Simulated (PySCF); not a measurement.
Cl₃HOZr, SMILES [OH][Zr]([Cl])([Cl])[Cl], multiplicity 1.

Coordinates come from a B3LYP-D3(BJ)/def2-SVP optimisation. The spin state was assumed, not searched. The isomer is the one that the SMILES or the coordinates give; other isomers of the formula were not compared. The def2 effective core potentials stand for the cores of Zr; spin–orbit coupling is left out. One conformer was computed; it need not be the lowest.

Calculation: PBE/def2-TZVP (PySCF).

Symmetry labels are those of the subgroup Cs that the program uses (full group C3v).

Q: List the valence orbital energies around the gap with their symmetry. (Estimate from the structure and the level; the computed values follow.)

A: 
```json
[
 {"orbital": "HOMO−7", "symmetry": "A'", "energy (eV)": "-9.09"},
 {"orbital": "HOMO−6", "symmetry": "A\"", "energy (eV)": "-9.09"},
 {"orbital": "HOMO−5", "symmetry": "A\"", "energy (eV)": "-8.49"},
 {"orbital": "HOMO−4", "symmetry": "A'", "energy (eV)": "-8.49"},
 {"orbital": "HOMO−3", "symmetry": "A'", "energy (eV)": "-8.41"},
 {"orbital": "HOMO−2", "symmetry": "A\"", "energy (eV)": "-8.02"},
 {"orbital": "HOMO−1", "symmetry": "A'", "energy (eV)": "-8.02"},
 {"orbital": "HOMO", "symmetry": "A\"", "energy (eV)": "-7.92"},
 {"orbital": "LUMO", "symmetry": "A'", "energy (eV)": "-2.87"},
 {"orbital": "LUMO+1", "symmetry": "A\"", "energy (eV)": "-2.87"},
 {"orbital": "LUMO+2", "symmetry": "A'", "energy (eV)": "-1.99"},
 {"orbital": "LUMO+3", "symmetry": "A\"", "energy (eV)": "-1.90"}
]
```
